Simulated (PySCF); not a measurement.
InCl, SMILES [Cl][In] (connectivity only; charge and spin as stated), neutral, multiplicity 1. Heavy atoms are numbered as in [In:1][Cl:2].

Geometry: PBE0-D3(BJ)/def2-TZVP. The def2 effective core potentials stand for the cores of In; spin–orbit coupling is left out.

The numbers are results of HF/def2-TZVPD (PySCF), not measurements.

Mulliken values depend strongly on the basis, most of all with diffuse functions as here. ESP charges are fitted to the potential on shells at 1.4 to 2.0 van der Waals radii. Atomic charges (e), one atom of each kind:

```
atom  ESP fit  Mulliken
----  -------  --------
In1         ?      0.64
Cl2         ?     -0.64
```

Task: What belongs in the gaps? (Estimate from the structure and the level; the computed values follow.)

Result: 
- In1, ESP fit: 0.34
- Cl2, ESP fit: -0.34
